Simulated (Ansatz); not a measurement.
Total energies of the cluster LiAlO2 (the lowest singlet isomer of a short search) from Ansatz at CCSD(T)/def2-TZVPP, gas phase (1 Eh = 27.2114 eV = 2625.5 kJ/mol). The reference geometry is relaxed at r2SCAN-D4/def2-TZVP.

```csv
atom,x (Å),y (Å),z (Å)
Li1,-1.5072,1.7677,-0.8170
Al2,0.5096,-0.5984,0.2763
O3,-0.5000,0.5865,-0.2662
O4,1.4976,-1.7558,0.8070
```

```csv
state,geometry,energy (Eh)
charge 0 singlet,reference,-399.86549
charge 1 doublet,reference,-399.55479
charge 0 triplet,relaxed at r2SCAN-D4/def2-TZVP,-399.78631
charge 0 quintet,relaxed at r2SCAN-D4/def2-TZVP,-399.62388
free Li atom (doublet),–,-7.46805
free Al atom (doublet),–,-241.92630
free O atom (triplet),–,-74.97674
```

Correlated methods freeze 7 core orbitals; core or outer-core shells of Li are correlated, in sets that lack core-valence functions.

(1) Work out the vertical ionisation energy to the doublet.

(2) Which of the charge 0 states is lowest, and how far above it are the others?

(3) What is the binding energy per atom against free atoms?

(1) E(charge 1 doublet) − E(charge 0 singlet) = -399.55479 − (-399.86549) = 0.31070 Eh = 8.45 eV.

(2) The singlet. triplet: -399.78631 − (-399.86549) = 0.07918 Eh = 207.9 kJ/mol; quintet: -399.62388 − (-399.86549) = 0.24161 Eh = 634.3 kJ/mol. The quintet differs in its bonds from the reference.

(3) Atoms: 1 × (-7.46805) + 1 × (-241.92630) + 2 × (-74.97674) = -399.34783 Eh. Binding: -399.34783 − (-399.86549) = 0.51766 Eh = 14.09 eV, or 3.52 eV for each of 4 atoms (no zero-point energy, no counterpoise term).

At CCSD(T)/def2-TZVPP T1 of the charge 0 singlet is large (up to 0.023), so the single-reference result is doubtful. At CCSD(T)/def2-TZVPP T1 of the charge 0 quintet is large (up to 0.063), so the single-reference result is doubtful.

The structure comes from a short search, and lower isomers may exist.
